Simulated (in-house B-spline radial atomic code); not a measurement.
A fraction x of an electron is removed from 4d in the rhodium ion Rh³⁺, starting from [Kr] 4d6 and keeping the highest spin. All numbers are computed (non-relativistic M06-2X, spin-polarised, spherical fractional occupations; point nucleus) with an all-electron radial atomic-structure program (B-spline basis), not measured.

Caution: exact exchange at fractional occupations of open shells leaves self-interaction of up to several eV.

| x | E(x) - E(0) (eV) | 4d down level (eV) |
| --- | --- | --- |
| 0 | 0.0000 | -35.836 |
| 0.01 | 0.3590 | -35.960 |
| 0.15 | 5.5152 | -37.706 |
| 0.32 | 12.1079 | -39.862 |
| 0.4 | 15.3380 | -40.892 |
| 0.5 | 19.4922 | -42.193 |
| 0.71 | 28.6434 | -44.971 |
| 0.82 | 33.6712 | -46.443 |
| 0.91 | 37.9052 | -47.643 |
| 1 | 42.2464 | - |

The exact functional would give a straight line between the two integer points. Deviations E(x) - E(0) - x[E(1) - E(0)], in eV: -0.063 at x = 0.01, -0.822 at x = 0.15, -1.411 at x = 0.32, -1.561 at x = 0.4, -1.631 at x = 0.5, -1.352 at x = 0.71, -0.971 at x = 0.82, -0.539 at x = 0.91.

The curve lies below the straight line by up to 1.631 eV (at x = 0.5): convex, the delocalisation error, to which spherically averaged exact exchange adds.

Problem. How well does Slater's transition state (minus the level at half occupation) give the ionisation energy?

Solution. It gives 42.193 eV against 42.246 eV from the two total energies; NIST lists 42.00 eV, ground level to ground level. The end point has an open shell averaged over its orbitals, so its exact exchange keeps a self-interaction and this is no true integer point.
